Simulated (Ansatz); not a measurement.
```yaml
crystal:
  periodic: [false, false, false]
  atoms:
    - {symbol: B, position_ang: [-1.479865, -0.591596, -0.379146]}
    - {symbol: C, position_ang: [-0.059936, -0.148106, 0.039454]}
    - {symbol: C, position_ang: [0.653743, -1.009686, 0.792629]}
    - {symbol: Al, position_ang: [0.815185, 1.524567, -0.399418]}
    - {symbol: F, position_ang: [0.035261, 2.657756, -1.310954]}
    - {symbol: H, position_ang: [-2.196176, 0.102501, -1.041097]}
    - {symbol: H, position_ang: [-1.878400, -1.669186, -0.027487]}
    - {symbol: H, position_ang: [1.665520, -0.803492, 1.147564]}
    - {symbol: H, position_ang: [0.248200, -1.977454, 1.092457]}
    - {symbol: H, position_ang: [2.279468, 1.863596, 0.088799]}
basis:
  gaussian: {orbitals: x2c-TZVPPall}
total_charge: -1
magnetization: {spin_polarized: true, initial_magnetization: 1}
hamiltonian: {xc: {name: HF}}
correlation: {method: mp2, frozen_orbitals: {B: 0}}
output: {forces: true}
```

```sh
$ ansatz run in.yaml --threads 2 --pin off --events-out ev --progress --plain --max-ram 4352MiB
```

(1) How does Ansatz answer? (An estimate is asked.)

Answers

(1) Ansatz gave: The input was rejected before any iteration.
```
Functional definition: HF
Error: "frozen_orbitals" has no count for C
```
